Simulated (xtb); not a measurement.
Si(I)(OMe) (CH3IOSi), SMILES CO[Si]I (connectivity only; charge and spin as stated), neutral, multiplicity 1. All values are semi-empirical tight-binding results from xtb (GFN2-xTB unless named), good for trends rather than for accurate numbers. Coordinates come from a GFN2-xTB optimisation. One conformer was computed; it need not be the lowest.

Task: Estimate the properties. (Estimate from the structure and the level; the computed values follow.)

Result: 
The orbital gap comes out as 3.06 eV, the zero-point energy is 26.4 kcal/mol and the G − E(el) at 298.15 K (modified RRHO) comes out as 6.4 kcal/mol. The static polarisability (D4 model) comes out as 82.7 bohr³ and the solvation energy, GFN2-xTB/ALPB(water) is -0.6 kcal/mol. The solvation energy, GFN2-xTB/ALPB(dmf) is -4.9 kcal/mol.
